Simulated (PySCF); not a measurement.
Ga(H)(Br)(NH2) (BrGaH₃N), SMILES [NH2][GaH][Br].

Geometry optimised at B3LYP-D3(BJ)/def2-SVP. The structure was generated by enumeration; whether it is a known compound was not checked. Other conformers were not sampled.

All values below come from HF/def2-TZVPD (PySCF).

Computed frontier levels, gap, dipole moment and polarisability:
```
Item                                                                                                           Result
---------------------------------------------------------------------------------------------  ----------------------
highest occupied level                                                                                      -10.94 eV
lowest empty level                                                                                            1.24 eV
orbital gap                                                                                                  12.18 eV
dipole moment                                                                                               0.538 e·Å
quadrupole, principal values (traceless, Buckingham form, about the centre of nuclear charge)  -1.07, -0.49, 1.55 D·Å
mean static polarisability                                                                       55.3 bohr³ (8.20 Å³)
polarisability, principal values                                                               45.6, 54.5, 65.8 bohr³
```
